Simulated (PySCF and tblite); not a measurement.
Values are calculated unless marked as measured or tabulated.
System: C₅H₆S₂, numbered as in [CH3:1][S:2][C:3]1=[CH:4][CH2:5][C:6]1=[S:7].

Level: PBE0/pcSseg-1 + D3(BJ) on GFN2-xTB stationary points, with GFN2-xTB thermal terms. Rate constants are transition-state-theory values, counting equivalent paths, without tunnelling. Programs: tblite and PySCF.

(1) How high is the barrier to the rotation about the C3–S2 bond (torsion C4–C3–S2–C1 from -180° to 0°, rising), through which structure does it pass, and what rate follows at 298 K?

## Answers

(1) The electronic barrier is 2.7 kcal/mol and ΔG‡(298 K) 2.6 kcal/mol, over a C1 saddle with an imaginary mode of 79i cm⁻¹ (GFN2-xTB). With 2 equivalent paths, k is 1.5×10¹¹ s⁻¹, a mean lifetime of the start of 6.5 ps against this motion. The end lies 1.3 kcal/mol below the start in free energy.
